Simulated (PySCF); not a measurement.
**Worked example: refractive index and permittivity of the vapour**

C2H8FNSi2, SMILES F[C@H]([SiH3])/N=C\[SiH3].

The structure is a stationary point at B3LYP-D3(BJ)/def2-SVP. The structure was generated by enumeration; whether it is a known compound was not checked. Other conformers were not sampled.

PBE/def2-TZVP (PySCF) gives a mean static polarisability of 92.5 bohr³ and a dipole moment of 0.78 D. Take an ideal gas at 298.15 K and 1 bar, whether or not the substance is that volatile.

Question: Work out n − 1 in the optical limit and the static ε − 1.

Answer: 
Polarisability volume α' = 92.5 × 0.148185 = 13.71 Å³. Number density N = p/kT = 2.43e-5 Å⁻³.
Dilute limit of Lorentz–Lorenz: n − 1 = 2π N α' = 0.0021.
Orientation term of Debye: μ²/(3kT) = 8.098 Å³ × μ²(D²) = 4.93 Å³.
ε − 1 = 4π N (α' + μ²/3kT) = 0.0057. Orientation of the dipole supplies 26 % of the static response; it can't follow optical fields. Vibrational polarisation and dispersion are left out.
